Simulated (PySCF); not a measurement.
**What builds the third ionisation energy along group 14**

Calculated with PySCF 2.14 from differences of total energies of unrestricted determinants, without spin-orbit coupling. Each column adds one step, in eV (sums use unrounded values): valence MP2, valence CCSD, valence triples, then the next inner shell at CCSD(T) (C 1s, Si 2s 2p, Ge 3s 3p 3d, Sn 4s 4p 4d, Pb 5s 5p 5d). References (NIST) marked * lie between the lowest fine-structure levels; the others compare directly ((s) semi-empirical, (t) theoretical).

```json
{"element": "C [He] 2s2 → [He] 2s1 (x2c-TZVPPall with one added diffuse shell each of s, p, d type, spin-free X2C)", "UHF": "45.795", "+ MP2": "1.160", "+ CCSD": "0.819", "+ (T)": "0.000", "+ inner shell": "-0.005", "sum": "47.769", "reference": "47.888"}
{"element": "Si [Ne] 3s2 → [Ne] 3s1 (x2c-TZVPPall with one added diffuse shell each of s, p, d type, spin-free X2C)", "UHF": "32.042", "+ MP2": "0.861", "+ CCSD": "0.350", "+ (T)": "0.000", "+ inner shell": "0.154", "sum": "33.408", "reference": "33.493"}
{"element": "Ge [Ar] 3d10 4s2 → [Ar] 3d10 4s1 (x2c-TZVPPall with one added diffuse shell each of s, p, d type, spin-free X2C)", "UHF": "32.186", "+ MP2": "0.762", "+ CCSD": "0.289", "+ (T)": "0.000", "+ inner shell": "0.365", "sum": "33.602", "reference": "34.058"}
{"element": "Sn [Kr] 4d10 5s2 → [Kr] 4d10 5s1 (x2c-TZVPPall with one added diffuse shell each of s, p, d, f type, spin-free X2C)", "UHF": "28.542", "+ MP2": "0.670", "+ CCSD": "0.256", "+ (T)": "0.000", "+ inner shell": "0.853", "sum": "30.320", "reference": "30.506"}
{"element": "Pb [Xe] 4f14 5d10 6s2 → [Xe] 4f14 5d10 6s1 (x2c-TZVPPall with one added diffuse shell each of s, p, d, f type, spin-free X2C)", "UHF": "29.834", "+ MP2": "0.553", "+ CCSD": "0.185", "+ (T)": "0.000", "+ inner shell": "1.098", "sum": "31.671", "reference": "31.937"}
```

What remains against the references is mostly basis incompleteness.

These are valence bases, so the inner-shell step is incomplete.
